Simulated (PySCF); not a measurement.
HO$_{3}$W, charge +1, singlet, at a GFN2-xTB geometry (such geometries of metal compounds can be far from the true shape) (the multiplicity is a formal guess) (core potentials on W). Base run: CAMB3LYP/def2-SV(P) (PySCF).

PySCF was given this input:
```python
from pyscf import gto, scf, dft

mol = gto.Mole()
mol.atom = '''
    W     0.07411234    0.07037078    0.09921266
    O     1.38118594   -0.66393660   -0.77806048
    O    -0.75217379   -1.07680724    1.10841566
    O    -1.09851550    0.92101233   -1.04070746
    H    -1.72828650    1.35041410   -1.65891867
'''
mol.basis = 'def2-sv(p)'
mol.ecp = {'W': 'def2-sv(p)'}
mol.charge = 1
mol.verbose = 4
mol.build()

mf = dft.RKS(mol)
mf.xc = 'camb3lyp'
mf.kernel()
```

The base run was repeated with changes; each row names its change, and settings that it needs were set with it.

```
change                                     ΔE vs base (µEh)  grid points  electrons on the grid        outcome
-----------------------------------------  ----------------  -----------  ---------------------  -------------
base                                                    0.0        76368               38.00000      converged
grids.radi_method = gauss_chebyshev                     0.1        73608               38.00000      converged
grids.atom_grid = (30, 110)                             489        12256               37.99961      converged
grids.atom_grid = (50, 194)                           -71.2        32360               38.00014      converged
grids.radi_method = delley                              0.2        77456               38.00000      converged
grids.atom_grid = (99, 590)                            -3.4       156704               38.00000      converged
grids.prune = dft.gen_grid.sg1_prune                      -            -                      -  input refused
grids.atom_grid = (75, 302)                            22.7        70952               37.99995      converged
grids.prune = off                                      -0.1       126456               38.00000      converged
grids.becke_scheme = stratmann                         -6.5        76368               38.00001      converged
grids.prune = dft.gen_grid.treutler_prune              -4.1        68520               38.00001      converged
```

- grids.prune = dft.gen_grid.sg1_prune: ended with `IndexError: index 74 is out of bounds for axis 0 with size 19`
